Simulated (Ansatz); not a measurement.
CH6OSi2 (`[SiH3][SiH]1CO1`), 10 atoms. Total charge 0; spin multiplicity 1. All runs use 2 threads of an Arm Neoverse V1 on a shared host. Correlated methods freeze the cores.

**Question.** Give the basis size and wall time and peak host memory of each of these runs in Ansatz. RHF-CCSD(T)/def2-SVP energy; RKS ωB97M-V/def2-QZVPP energy; RKS ωB97M-V/def2-TZVPP energy and forces; RKS PBE0-D4/def2-TZVP frequencies; RKS B3LYP-D4/def2-TZVPP energy and forces; RKS B97M-V/def2-TZVPP energy; direct RPA on PBE orbitals/def2-TZVPP energy; RKS PBE0-D4/def2-TZVP relaxation (9 steps); RKS PBE0-D4/def2-SVP energy; RKS BLYP-D4/def2-TZVPP energy; RHF-MP2/def2-QZVPP energy; RKS ωB97M-V/def2-SVP energy. (Best estimate.)

**Answer.** Ansatz gave: Other jobs shared the machine, so times are rough.

```json
{"level": "RKS PBE0-D4/def2-SVP", "job": "energy", "functions": "94", "wall time": "1.4 s", "peak host memory (GiB)": "0.18"}
{"level": "RKS BLYP-D4/def2-TZVPP", "job": "energy", "functions": "230", "wall time": "2.9 s", "peak host memory (GiB)": "0.27"}
{"level": "RHF-CCSD(T)/def2-SVP", "job": "energy", "functions": "94", "wall time": "3.7 s", "peak host memory (GiB)": "0.31"}
{"level": "RKS ωB97M-V/def2-SVP", "job": "energy", "functions": "94", "wall time": "6 s", "peak host memory (GiB)": "0.27"}
{"level": "RKS B3LYP-D4/def2-TZVPP", "job": "energy and forces", "functions": "230", "wall time": "6.5 s", "peak host memory (GiB)": "0.58"}
{"level": "direct RPA on PBE orbitals/def2-TZVPP", "job": "energy", "functions": "230", "wall time": "7 s", "peak host memory (GiB)": "0.53"}
{"level": "RKS B97M-V/def2-TZVPP", "job": "energy", "functions": "230", "wall time": "13 s", "peak host memory (GiB)": "0.35"}
{"level": "RKS ωB97M-V/def2-TZVPP", "job": "energy and forces", "functions": "230", "wall time": "16 s", "peak host memory (GiB)": "0.74"}
{"level": "RKS ωB97M-V/def2-QZVPP", "job": "energy", "functions": "434", "wall time": "25 s", "peak host memory (GiB)": "1.5"}
{"level": "RHF-MP2/def2-QZVPP", "job": "energy", "functions": "434", "wall time": "26 s", "peak host memory (GiB)": "2.2"}
{"level": "RKS PBE0-D4/def2-TZVP", "job": "relaxation (9 steps)", "functions": "172", "wall time": "40 s", "peak host memory (GiB)": "0.38"}
{"level": "RKS PBE0-D4/def2-TZVP", "job": "frequencies", "functions": "172", "wall time": "2.9 min", "peak host memory (GiB)": "0.38"}
```

B3LYP here is the variant with VWN-RPA as its local correlation; programs differ in this.
